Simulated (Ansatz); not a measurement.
The cation of BFH$_{2}$Zn, SMILES `[BH2][Zn][F]` at the neutral geometry.

```yaml
crystal:
  periodic: [false, false, false]
  atoms:
    - {symbol: B, position_ang: [-0.657521, 0.440247, -0.439240]}
    - {symbol: Zn, position_ang: [0.825024, -0.570246, 0.517770]}
    - {symbol: F, position_ang: [2.108362, -1.444964, 1.346337]}
    - {symbol: H, position_ang: [-1.577563, -0.131479, -0.944971]}
    - {symbol: H, position_ang: [-0.648402, 1.632841, -0.521397]}
basis:
  gaussian: {orbitals: def2-TZVPP}
total_charge: 1
magnetization: {spin_polarized: true, initial_magnetization: 1}
correlation: {method: ccsd_t, frozen_orbitals: {B: 1, F: 1, H: 0, Zn: 9}}
scf: {omitted_lower_state_checks: [cluster_reference]}
```

```sh
$ ansatz run in.yaml --threads 2 --pin off --events-out ev --progress --plain --max-ram 4352MiB
```

Shortened log:

```
Functional definition: HF
1005 factors; integrals over basis functions are off by at most 1.0e-3 eV
mean field evaluation 1: about -51768.5023 eV, gradient 5.0e1 eV
mean field evaluation 2: about -51768.5073 eV, gradient 5.0e1 eV
mean field evaluation 4: about -51776.9338 eV, gradient 5.2e0 eV
mean field evaluation 8: about -51777.1748 eV, gradient 3.6e-1 eV
mean field evaluation 16: about -51775.8962 eV, gradient 3.1e-1 eV
mean field evaluation 32: about -51773.9846 eV, gradient 5.6e0 eV
mean field -51777.17891474 eV, -1902.7762292842 hartree, gradient 5.9e-6 eV, S^2 0.756221; 5 other end points of the search recorded, 0 dependent functions left out
11 core orbitals not correlated: weight in the atoms' cores, before any rotation towards them, 1.000 or more for the frozen orbitals, at most 0.000 for the correlated occupied ones
reference -51777.17891474 eV, -1902.7762292842 hartree; 12, 11 occupied and 131, 132 virtual orbitals, 1005 factors
second order -22.29640934 eV of doubles, -0.00000000 eV of singles
cycle   1  -20.70291744 eV  change     1.6e0 eV  update   1.4e-1
cycle   2  -21.36803338 eV  change   -6.7e-1 eV  update   5.7e-2
cycle   3  -21.53463237 eV  change   -1.7e-1 eV  update   3.0e-2
cycle   4  -21.52691674 eV  change    7.7e-3 eV  update   1.2e-2
cycle   5  -21.51294495 eV  change    1.4e-2 eV  update   7.9e-3
cycle   6  -21.51713104 eV  change   -4.2e-3 eV  update   4.1e-3
cycle   7  -21.52006205 eV  change   -2.9e-3 eV  update   2.5e-3
cycle   8  -21.51993203 eV  change    1.3e-4 eV  update   1.4e-3
cycle   9  -21.51952016 eV  change    4.1e-4 eV  update   6.4e-4
cycle  10  -21.52055877 eV  change   -1.0e-3 eV  update   3.7e-4
cycle  11  -21.52001736 eV  change    5.4e-4 eV  update   1.8e-4
cycle  12  -21.51974745 eV  change    2.7e-4 eV  update   7.9e-5
cycle  13  -21.51989207 eV  change   -1.4e-4 eV  update   3.7e-5
cycle  14  -21.51984314 eV  change    4.9e-5 eV  update   1.5e-5
cycle  15  -21.51984973 eV  change   -6.6e-6 eV  update   5.7e-6
perturbative correction -0.63367966 eV, -0.0232872978 hartree
Total energy: -51799.33244412 eV, -1903.5903564729 hartree
Checks for a lower state left out: cluster_reference
```

Hardware: 2 threads of an Arm Neoverse V2 on a shared host. Wall time 97 s, peak host memory 2.5 GiB.
